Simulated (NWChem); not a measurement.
# Ionisation of H₃Si₂

```
Si
H 1 1.4976
H 1 1.4999 2 107.63
Si 1 2.2808 2 123.32 3 164.92
H 4 1.5321 1 89.22 2 172.67
```
Charge 0, spin multiplicity 2.

Everything below was run with NWChem. The geometry was optimised at UPBE0/def2-SVP, a minimum by its harmonic frequencies.

Basis set: def2-TZVP. The species with one electron less has spin multiplicity 1 and keeps the geometry of the parent. Δ marks differences of total energies (open shells unrestricted). −ε marks an orbital energy of the parent. That orbital need not have the symmetry of the hole or added electron in the Δ rows. That singlet is a closed-shell solution.

B3LYP has NWChem's definition, with VWN1-RPA local correlation. The structure started from a generated list of species. The stability of the SCF solutions was not checked.

Task: Order these methods by the first vertical ionisation energy they give, lowest first: −ε(alpha HOMO) of B3LYP, −ε(alpha HOMO) of PBE, ΔB3LYP, −ε(alpha HOMO) of r2SCAN, ΔPBE.

Result: −ε(alpha HOMO) of PBE (5.65 eV), −ε(alpha HOMO) of r2SCAN (6.00 eV), −ε(alpha HOMO) of B3LYP (6.20 eV), ΔB3LYP (8.42 eV), ΔPBE (8.52 eV)
